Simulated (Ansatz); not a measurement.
`[CH3][Ge]([CH3])([CH3])[Cl]` and `[CH3][Ge]([CH3])([CH3])[CH3]` differ in one atom or group.

Ansatz, PBE0-D4/def2-TZVP geometries, multiplicity 1. 

Scalar relativity is left out up to krypton.

| property | `[CH3][Ge]([CH3])([CH3])[Cl]` |
| --- | --- |
| HOMO energy (PBE/def2-TZVPP) / eV | -6.78 |
| HOMO energy (ωB97M-V/def2-TZVPP) / eV | -10.34 |
| HOMO–LUMO gap (PBE/def2-TZVPP) / eV | 6.75 |
| HOMO energy (B3LYP/def2-TZVPP) / eV | -7.86 |
| size of the dipole moment (PBE/def2-TZVPP) / D | 2.72 |
| HOMO–LUMO gap (ωB97M-V/def2-TZVPP) / eV | 12.52 |

(1) What does the change do to each property? (An estimate is asked.)

Answers

(1) Ansatz gave: 
```csv
property,`[CH3][Ge]([CH3])([CH3])[CH3]`,shift
HOMO energy (PBE/def2-TZVPP) / eV,-6.82,-0.04
HOMO energy (ωB97M-V/def2-TZVPP) / eV,-10.29,0.05
HOMO–LUMO gap (PBE/def2-TZVPP) / eV,6.91,0.16
HOMO energy (B3LYP/def2-TZVPP) / eV,-7.85,0.01
size of the dipole moment (PBE/def2-TZVPP) / D,0.00,-2.72
HOMO–LUMO gap (ωB97M-V/def2-TZVPP) / eV,12.48,-0.04
```

B3LYP here is the variant with VWN-RPA as its local correlation; programs differ in this.
